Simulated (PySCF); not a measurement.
A survey of 15N NMR shifts

Theory: GFN2-xTB structure, NMR shieldings at PBE0/pcSseg-1/GIAO, in PySCF (single conformer, no solvent model, averaged over atoms made equivalent by symmetry, fast rotation or ring inversion, non-relativistic Hamiltonian).

Shieldings were converted by a linear fit to measured shifts: 15N (scatter 6.3 ppm rms vs CH3NO2, solution or neat liquid). A few per cent of atoms miss by over 2 rms, more outside the fitted compound classes.

Question: Give the 15N shifts of `CNC[C@@H]1C[C@H]1C`.

Answer: 
```csv
compound,environment,δ (ppm)
CNC[C@@H]1C[C@H]1C,amine nitrogen,-348.3
```

Question: Order these by 15N shift, lowest first.
A. N#CCC1=CCC=C[C@@H]1F
B. CCNCC1CC1
C. C=CC[Si@@H](O)NC
D. CCC/C(C)=N\C
E. CC/C=N\CCC

Answer: C (-360.5 ppm, nitrogen bonded to C, Si, H), B (-330.4 ppm, amine nitrogen), A (-118.6 ppm, nitrile nitrogen), D (-66.5 ppm, imine nitrogen), E (-31.2 ppm, imine nitrogen).
